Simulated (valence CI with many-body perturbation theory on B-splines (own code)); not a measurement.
**Missing levels of Al IX**

Method: relativistic CI+MBPT: three valence electrons over a frozen Dirac-Fock core [He], a basis of 11 s, 11 p, 9 d, 7 f, 5 g, 2 h, 1 i functions for each j, with the one-electron correlation potential Σ1, the two-electron term Σ2, the three-electron term Σ3, Breit, model QED; selected CI, second order for the rest, scaled by the run's own slope (own B-spline code, finite nucleus).

No measured levels were compared; by estimate levels of excited configurations hold to 0.05 to 0.15 % of their energy, terms of the ground configuration to about 0.5 %.

```csv
Level,E (cm⁻¹)
2s2 2p 2P°_1/2,0
2s2 2p 2P°_3/2,4887
2s 2p2 4P_1/2,?
2s 2p2 4P_3/2,146840
2s 2p2 4P_5/2,149320
2s 2p2 2D_5/2,259740
2s 2p2 2D_3/2,?
2s 2p2 2S_1/2,332840
2s 2p2 2P_1/2,?
2s 2p2 2P_3/2,357110
2p3 4S°_3/2,?
2p3 2D°_5/2,520050
2p3 2D°_3/2,?
2p3 2P°_1/2,?
2p3 2P°_3/2,585630
2s2 3s 2S_1/2,1500800
2s2 3p 2P°_1/2,1573400
2s2 3p 2P°_3/2,1574700
2s2 3d 2D_3/2,1641900
2s2 3d 2D_5/2,1642300
```

(1) The levels stand in rising order. What does the calculation give for the missing energies?

Results:

(1) 2s 2p2 4P_1/2 145130; 2s 2p2 2D_3/2 259760; 2s 2p2 2P_1/2 354230; 2p3 4S°_3/2 460850; 2p3 2D°_3/2 520110; 2p3 2P°_1/2 585270.
